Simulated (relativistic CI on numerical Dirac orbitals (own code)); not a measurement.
**Electric-dipole lines of Tl71+**

Method of calculation: Dirac-Coulomb-Breit CI, KLI orbitals optimised for each configuration, a model potential for QED, unscaled Slater integrals (own radial code, finite nucleus).

Configurations in the expansion (outside the closed core 1s2): 2s2 2p6, 2s2 2p5 3s, 2s2 2p5 3p, 2s2 2p5 3d, 2s 2p6 3s, 2s 2p6 3p, 2s 2p6 3d, 2s2 2p5 4s, 2s2 2p5 4p, 2s2 2p5 4d, 2s2 2p5 4f, 2s2 2p4 3s2, 2s2 2p4 3s 3p, 2s2 2p5 5s, 2s 2p6 4s, 2s2 2p5 5p, 2s2 2p4 3s 3d, 2s2 2p4 3p2, 2s2 2p5 5d, 2s2 2p5 5f, 2s2 2p5 5g, 2s 2p6 4p, 2s 2p6 4d, 2s2 2p4 3p 3d, 2s 2p6 4f, 2s 2p5 3s2, 2s2 2p4 3d2, 2s 2p5 3s 3p, 2s 2p5 3s 3d, 2s 2p5 3p2, 2s 2p6 5s, 2s 2p5 3p 3d, 2s 2p6 5p, 2s 2p6 5d, 2s 2p6 5f, 2s 2p6 5g. Levels of other configurations are missing.

| λ vac (Å) | Lower | Upper | A (s⁻¹) | gf | Branching (%) |
| --- | --- | --- | --- | --- | --- |
| 0.8499 | 2s2 2p6 1S_0 [1] | 2s2 2p5 4d 1P°_1 [53] | 1.48e+15 | 4.82e-01 | 88.8 |
| 0.9481 | 2s2 2p6 1S_0 [1] | 2s2 2p5 3d 3D°_1 [29] | 2.44e+15 | 9.88e-01 | 99.9 |
| 1.1155 | 2s2 2p6 1S_0 [1] | 2s2 2p5 3d 1P°_1 [17] | 4.10e+15 | 2.29e+00 | 100.0 |
| 2.4014 | 2s2 2p5 3d 3F°_4 [14] | 2s2 2p5 5f 3G_5 [82] | 1.30e+14 | 1.24e+00 | 65.2 |
| 2.8502 | 2s2 2p5 3p 3D_2 [5] | 2s2 2p5 4d 3F°_3 [47] | 1.44e+14 | 1.23e+00 | 80.4 |
| 3.2407 | 2s2 2p5 3p 1P_1 [7] | 2s2 2p5 4d 1D°_2 [51] | 1.20e+14 | 9.45e-01 | 63.3 |
| 3.2416 | 2s2 2p5 3p 3D_2 [26] | 2s2 2p5 4d 3F°_3 [103] | 1.88e+14 | 2.07e+00 | 99.3 |
| 3.2428 | 2s2 2p5 3p 3D_3 [6] | 2s2 2p5 4d 3F°_4 [50] | 1.88e+14 | 2.67e+00 | 99.4 |
| 3.2495 | 2s2 2p5 3p 3P_2 [8] | 2s2 2p5 4d 3D°_3 [52] | 1.50e+14 | 1.66e+00 | 79.7 |
| 3.3712 | 2s2 2p5 3d 3F°_2 [28] | 2s2 2p5 4f 3G_3 [104] | 3.67e+14 | 4.38e+00 | 93.2 |
| 3.3735 | 2s2 2p5 3d 3P°_1 [12] | 2s2 2p5 4f 3F_2 [56] | 2.24e+14 | 1.91e+00 | 56.1 |
| 3.3751 | 2s 2p6 3d 3D_1 [34] | 2s 2p6 4f 3F°_2 [119] | 3.28e+14 | 2.80e+00 | 73.0 |
| 3.3755 | 2s2 2p5 3d 3F°_3 [11] | 2s2 2p5 4f 3G_4 [54] | 3.66e+14 | 5.63e+00 | 93.1 |
| 3.3806 | 2s 2p6 3d 3D_2 [35] | 2s 2p6 4f 3F°_3 [118] | 3.62e+14 | 4.34e+00 | 80.6 |
| 3.3812 | 2s2 2p5 3d 3D°_2 [13] | 2s2 2p5 4f 3F_3 [57] | 2.91e+14 | 3.49e+00 | 73.8 |
| 3.3947 | 2s2 2p5 3d 3D°_1 [29] | 2s2 2p5 4f 3F_2 [105] | 3.27e+14 | 2.83e+00 | 81.5 |
| 3.4724 | 2s2 2p5 3d 3F°_4 [14] | 2s2 2p5 4f 3G_5 [58] | 3.80e+14 | 7.55e+00 | 99.7 |
| 3.4748 | 2s2 2p5 3d 3P°_2 [30] | 2s2 2p5 4f 3D_3 [107] | 3.62e+14 | 4.59e+00 | 94.5 |
| 3.4762 | 2s 2p6 3d 3D_3 [36] | 2s 2p6 4f 3F°_4 [120] | 3.79e+14 | 6.17e+00 | 86.9 |
| 3.4777 | 2s2 2p5 3d 1D°_2 [15] | 2s2 2p5 4f 1F_3 [60] | 3.13e+14 | 3.97e+00 | 81.3 |
| 3.4783 | 2s2 2p5 3d 3F°_3 [31] | 2s2 2p5 4f 3G_4 [106] | 3.79e+14 | 6.18e+00 | 99.7 |
| 3.4877 | 2s2 2p5 3d 3D°_3 [16] | 2s2 2p5 4f 3F_4 [61] | 3.36e+14 | 5.52e+00 | 88.5 |
| 3.4912 | 2s 2p6 3d 1D_2 [37] | 2s 2p6 4f 1F°_3 [121] | 3.57e+14 | 4.56e+00 | 82.2 |
| 3.5212 | 2s2 2p5 3d 1P°_1 [17] | 2s2 2p5 4f 1D_2 [59] | 3.05e+14 | 2.83e+00 | 76.9 |
| 7.2936 | 2s2 2p5 4d 3F°_3 [47] | 2s2 2p5 5f 3G_4 [79] | 6.52e+13 | 4.68e+00 | 31.5 |
| 7.4809 | 2s2 2p5 4d 3F°_4 [50] | 2s2 2p5 5f 3G_5 [82] | 6.92e+13 | 6.39e+00 | 34.7 |
| 7.4886 | 2s2 2p5 4d 1D°_2 [51] | 2s2 2p5 5f 1F_3 [84] | 5.67e+13 | 3.34e+00 | 28.1 |
| 7.5040 | 2s2 2p5 4d 3D°_3 [52] | 2s2 2p5 5f 3F_4 [85] | 6.17e+13 | 4.69e+00 | 30.8 |
| 7.6478 | 2s2 2p5 4f 3G_4 [54] | 2s2 2p5 5g 3H°_5 [86] | 1.12e+14 | 1.08e+01 | 95.2 |
| 7.6479 | 2s2 2p5 4f 3D_1 [55] | 2s2 2p5 5g 3F°_2 [87] | 8.95e+13 | 3.92e+00 | 76.0 |
| 7.6509 | 2s2 2p5 4f 3G_3 [104] | 2s2 2p5 5g 3H°_4 [136] | 1.12e+14 | 8.86e+00 | 95.0 |
| 7.6536 | 2s 2p6 4f 3F°_3 [118] | 2s 2p6 5g 3G_4 [154] | 1.12e+14 | 8.85e+00 | 65.2 |
| 7.6551 | 2s2 2p5 4f 3F_2 [105] | 2s2 2p5 5g 3G°_3 [137] | 1.07e+14 | 6.58e+00 | 90.4 |
| 7.6565 | 2s2 2p5 4f 3F_2 [56] | 2s2 2p5 5g 3G°_3 [88] | 9.06e+13 | 5.58e+00 | 77.0 |
| 7.6605 | 2s2 2p5 4f 3F_3 [57] | 2s2 2p5 5g 3G°_4 [89] | 9.99e+13 | 7.91e+00 | 84.7 |
| 7.7322 | 2s2 2p5 4f 3G_5 [58] | 2s2 2p5 5g 3H°_6 [90] | 1.15e+14 | 1.33e+01 | 98.5 |
| 7.7377 | 2s 2p6 4f 3F°_4 [120] | 2s 2p6 5g 3G_5 [156] | 1.15e+14 | 1.13e+01 | 67.4 |
| 7.7381 | 2s2 2p5 4f 3G_4 [106] | 2s2 2p5 5g 3H°_5 [138] | 1.14e+14 | 1.13e+01 | 98.4 |
| 7.7382 | 2s2 2p5 4f 3D_3 [107] | 2s2 2p5 5g 3F°_4 [139] | 1.12e+14 | 9.01e+00 | 95.7 |
| 7.7422 | 2s2 2p5 4f 1D_2 [59] | 2s2 2p5 5g 1F°_3 [91] | 1.02e+14 | 6.42e+00 | 88.2 |
| 7.7430 | 2s2 2p5 4f 1F_3 [60] | 2s2 2p5 5g 1G°_4 [92] | 1.02e+14 | 8.25e+00 | 87.9 |
| 7.7432 | 2s 2p6 4f 1F°_3 [121] | 2s 2p6 5g 1G_4 [157] | 1.12e+14 | 9.04e+00 | 66.1 |
| 7.7468 | 2s2 2p5 4f 3F_4 [61] | 2s2 2p5 5g 3G°_5 [93] | 1.07e+14 | 1.05e+01 | 91.7 |
| 16.063 | 2s2 2p5 3p 3D_2 [5] | 2s2 2p5 3d 3F°_3 [11] | 2.90e+12 | 7.84e-01 | 99.7 |
| 16.392 | 2s2 2p5 3s 3P°_2 [2] | 2s2 2p5 3p 3D_3 [6] | 3.91e+12 | 1.10e+00 | 100.0 |

Terms are leading LS components. Brackets give the number of a level in order of energy, since labels repeat. The list gives strong lines, with weight on those to low levels, without lines whose two gauges differ by over a factor of 2.5, among the lowest 157 of 838 levels, so that lines to higher ones, which can be the strongest, are missing. Levels whose partners in the same complex of configurations lie outside the list can be far off, and so can their lines. Rates are taken at the computed energies, electric ones in the length gauge.

At this charge energies of transitions that change n are usually good to better than 1 %, and those within a shell (Δn = 0) to a few per cent.

(1) From the table, what is the radiative lifetime of 2s2 2p5 5f 3G_5?

Results:

(1) The listed rates from this level add up to about 1.99e+14 s⁻¹, 100 % of its decay; with all channels τ = 5.01e-15 s.

LS names give the leading component of a level, which can be under half, so a name can repeat, a term be missing and a line seem to break the LS rules.
